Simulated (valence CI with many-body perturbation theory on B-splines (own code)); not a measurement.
**Energy levels of Sm XIV**

Computed by relativistic CI+MBPT: three valence electrons over a frozen Dirac-Fock core [Kr] 4d10, a basis of 7 s, 7 p, 7 d, 7 f, 4 g, 2 h functions for each j, with the one-electron correlation potential Σ1, the two-electron term Σ2, the three-electron term Σ3, Breit, model QED; selected CI, second order for the rest, scaled by the run's own slope (own B-spline code, finite nucleus).

No measured spectrum was set against this ion. As an estimate, terms of the open shell hold to a few per cent of their energy, and close levels can change places; configurations with another count of f electrons can be misplaced by thousands of cm⁻¹.

Levels 181 to 196 of 196, with energies above the lowest level, (4f5/2 5s^2) J=5/2. "Leading %" is the weight of the configuration and term that name the level; weights of strongly mixed levels are sums over their largest components and can fall short. In the jj column 3d3/2^4 stands for four electrons in 3d with j = 3/2.

```
No.  Configuration  Term     J  E (eV)  Leading %  Second component                Leading jj
181         4f 5p2   2F°   7/2  56.637         44   44 % 4f 5p2 2G°  4f5/2 5p1/2 5p3/2 (53 %)
182         4f 5p2   2G°   9/2  56.648         55   37 % 4f 5p2 2H°  4f7/2 5p1/2 5p3/2 (59 %)
183         4f 5p2   2D°   3/2  57.296         50   29 % 4f 5p2 2P°  4f7/2 5p1/2 5p3/2 (88 %)
184         4f 5p2   2F°   5/2  57.677         47   29 % 4f 5p2 2D°  4f7/2 5p1/2 5p3/2 (94 %)
185         5s 5p2    2P   1/2  57.985         72    15 % 5s 5p2 2S     5s 5p1/2 5p3/2 (79 %)
186         5s 5p2    2D   5/2  60.060         60    34 % 5s 5p2 4P         5s 5p3/2^2 (86 %)
187         4f 5p2   2F°   5/2  62.037         30   29 % 4f 5p2 4F°      4f5/2 5p3/2^2 (93 %)
188         4f 5p2   4F°   7/2  62.265         40   14 % 4f 5p2 4G°      4f5/2 5p3/2^2 (67 %)
189         4f 5p2   2D°   3/2  62.320         49   26 % 4f 5p2 4F°      4f5/2 5p3/2^2 (85 %)
190         4f 5p2   2G°   9/2  62.610         27   25 % 4f 5p2 4G°      4f5/2 5p3/2^2 (73 %)
191         4f 5p2   2G°   9/2  62.880         48   31 % 4f 5p2 4F°      4f7/2 5p3/2^2 (74 %)
192         4f 5p2   4G°  11/2  62.915         51   41 % 4f 5p2 2H°      4f7/2 5p3/2^2 (91 %)
193         4f 5p2   2P°   1/2  62.926         52   39 % 4f 5p2 4D°      4f5/2 5p3/2^2 (86 %)
194         4f 5p2   2P°   3/2  63.649         51   25 % 4f 5p2 2D°      4f7/2 5p3/2^2 (80 %)
195         4f 5p2   2D°   5/2  63.776         47   27 % 4f 5p2 2F°      4f7/2 5p3/2^2 (86 %)
196         4f 5p2   2F°   7/2  63.969         59   26 % 4f 5p2 2G°      4f7/2 5p3/2^2 (67 %)
```

Where two levels of one J and parity lie close, their mixing, g and order are uncertain.
